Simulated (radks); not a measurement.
Task: Sc10+, configuration [Ne] 3s1. All-electron calculation, Dirac Kohn-Sham, PBE, spin-unpolarised, spherical densities, point nucleus. Program: a radial shooting solver on a logarithmic mesh with Libxc functionals. Some entries of the table are withheld. Estimate them.

orbital,occ.,eigenvalue (eV),<1/r> (bohr^-1)
1s1/2,2,(1),20.78
2s1/2,2,(2),4.357
2p1/2,2,-622.1128,(3)
2p3/2,4,-617.3232,(4)
3s1/2,1,(5),(6)

Result: 
(1) 1s1/2 eigenvalue (eV): -4641.527
(2) 2s1/2 eigenvalue (eV): -702.9193
(3) 2p1/2 <1/r> (bohr^-1): 4.289
(4) 2p3/2 <1/r> (bohr^-1): 4.240
(5) 3s1/2 eigenvalue (eV): -238.2040
(6) 3s1/2 <1/r> (bohr^-1): 1.581
